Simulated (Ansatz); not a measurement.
Isolated molecules relaxed with PBE0-D4/def2-TZVP in Ansatz; ΔE leaves out vibrations. CCSD(T)/CBS adds triple-zeta CCSD(T) − MP2 to the extrapolated MP2 energy (def2 sets, frozen cores). This one scheme is used for every species. Functionals use def2-TZVPP. For Br, Ti outer-core shells are correlated without core-valence functions, which leaves a few kJ/mol of doubt a bond. Scalar relativity is left out up to krypton.

`[F][Ti]([F])([Cl])[Cl]` + HBr → `[F][Ti]([F])([Cl])[Br]` + HCl  (ligand exchange at a Ti–Cl bond)

`[F][Ti]([F])([Cl])[Cl]`:

Z-matrix (Å, degrees):
```
Ti
F 1 1.733
Cl 1 2.170 2 109.5
Cl 1 2.170 2 109.5 3 120.4
F 1 1.733 2 109.1 3 -119.8
```

HBr:

```xyz
2

Br   -0.329   -0.458    0.432
H     0.329    0.458   -0.432
```

`[F][Ti]([F])([Cl])[Br]`:

```xyz
5

F    -0.421    1.327   -1.146
Ti   -0.106    0.052   -0.015
F    -1.399   -0.022    1.137
Cl    0.035   -1.837   -1.071
Br    1.892    0.480    1.095
```

HCl:

Cartesian coordinates in Å:
```
Cl -0.288 0.458 -0.340
H 0.288 -0.458 0.340
```

Problem. Is it downhill or uphill in electronic energy at CCSD(T)/CBS, and by how much? (An estimate is asked.)

Solution. The calculation gave: Downhill: ΔE = -0.8 kcal/mol.

Problem. What do these levels give: PBE0-D4, HF/def2-SVP, CCSD(T)/def2-SVP, HF/def2-TZVPP, SCS-MP2/def2-QZVPP, HF/CBS(def2)? (Estimate.)

Solution. Ansatz gave: PBE0-D4 -0.2, HF/def2-SVP 1.7, CCSD(T)/def2-SVP 0.6, HF/def2-TZVPP 0.7, SCS-MP2/def2-QZVPP -0.8, HF/CBS(def2) 0.8 kcal/mol.

Largest T1 diagnostic among the species: 0.024, so the coupled-cluster value is less sure than usual.

In def2-TZVPP, CCSD(T) changes the Hartree–Fock value by −1.2 kcal/mol (the triples alone add −0.4 kcal/mol) and MP2 by −2.1 kcal/mol. Leaving LDA and LC-ωPBE aside and taking each functional with its dispersion term where it has one, the values, not all of them listed here, spread over 1.6 kcal/mol, from PBE-QIDH to B97M-V. At CCSD(T), def2-SVP lies +1.3 kcal/mol from the extrapolated value and def2-TZVPP +0.3 kcal/mol.
